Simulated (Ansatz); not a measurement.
Cost and result up the ladder for the cluster Al2Ga5 (7 atoms). Charge 0, multiplicity 2. Geometry: PBE-D4/def2-SVP.

| atom | x (Å) | y (Å) | z (Å) |
| --- | --- | --- | --- |
| Al1 | 1.0842 | -0.0136 | -1.5230 |
| Al2 | 0.3780 | 1.1134 | 1.7125 |
| Ga3 | 2.1454 | -0.5727 | 0.8362 |
| Ga4 | -0.2784 | 1.9018 | -0.6181 |
| Ga5 | -1.6395 | -0.3519 | 1.1550 |
| Ga6 | -1.6919 | -0.2085 | -1.5626 |
| Ga7 | 0.0021 | -1.8687 | 0.0001 |

Ansatz on 6 threads of Intel Xeon on a shared host. Times are rough, and most runs start from the orbitals of an earlier one. PBE0-D4/def2-TZVP serves as the yardstick here, not as an exact answer. Differences are given only for rows in sets of like size (and for xTB, whose basis is part of the method), since another set adds its own error. Binding counts from free atoms at the same level (Al doublet, Ga doublet; other spins of the atoms weren't run), without zero-point energy or a counterpoise term.

The structure comes from a short search, and lower isomers may exist.

Run but left out: HF/STO-3G, MP2/def2-SVP (⟨S²⟩ 1.63 to 5.54, where a pure state has 0.75).

```csv
level,functions,wall time,binding energy per atom (eV),difference from PBE0-D4/def2-TZVP (eV)
PBE-D4/def2-SVP,196,9.1 s,2.16,–
PBE-D4/def2-TZVP (with forces),314,21 s,2.16,0.10
PBE0-D4/def2-SVP,196,26 s,2.05,–
r2SCAN-D4/def2-TZVP,314,58 s,2.15,0.08
PBE0-D4/def2-TZVP,314,68 s,2.06,0.00
```
